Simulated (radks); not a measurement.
All-electron atom: Rb IV in [Ar] 3d10 4s2 4p4.

All-electron calculation, scalar-relativistic Kohn-Sham, LB94 model potential, spin-polarised, spherical densities, finite nucleus; open shells are filled with parallel spins first (spin-orbit coupling, left out, can overturn this in heavy ions); Fermi nuclear charge, rms radius 4.2036 fm. Program: a radial shooting solver on a logarithmic mesh with Libxc functionals.

Energy parts (eV):
| part | energy |
|---|---|
| kinetic | 83351.702 |
| electron-nucleus | -194600.520 |
| Hartree | 32916.751 |
(The LB94 potential has no energy functional, so no total or exchange-correlation energy is given.)

Orbitals (lengths in bohr, moments of r in powers of bohr; r(max) is where P^2 peaks; r(90%) holds 90 % of the orbital's charge):
orbital,occ.,eigenvalue (eV),r(90%),r(max)
1s down,1,-15175.37,0.0719,0.02628
1s up,1,-15175.35,0.0719,0.02628
2s up,1,-2075.397,0.274,0.1494
2s down,1,-2075.270,0.274,0.1494
2p up,3,-1848.721,0.252,0.1194
2p down,3,-1848.514,0.252,0.1194
3s up,1,-346.1086,0.758,0.4515
3s down,1,-345.9517,0.759,0.4517
3p up,3,-273.2276,0.787,0.4469
3p down,3,-273.1247,0.789,0.4471
3d down,5,-152.3077,0.847,0.3914
3d up,5,-152.3035,0.845,0.3912
4s up,1,-71.5758,2.03,1.223
4s down,1,-71.2315,2.01,1.212
4p up,3,-54.1741,2.32,1.364
4p down,1,-53.5241,2.31,1.347

The highest occupied level is 4p down at -53.524 eV. The density falls to 0.001 e/bohr^3 at r = 3.20 bohr. For comparison, the ionisation energy in NIST's Atomic Spectra Database is 52.2 eV (semi-empirical). In exact Kohn-Sham theory the highest level is minus the ionisation energy, but local and semilocal functionals leave it too shallow, through self-interaction and a potential that decays too fast; potentials with the right tail come closer. The electron density at the nucleus is 5.58e+04 e/bohr^3 (large components only). Spin moment in Bohr magnetons: 2.
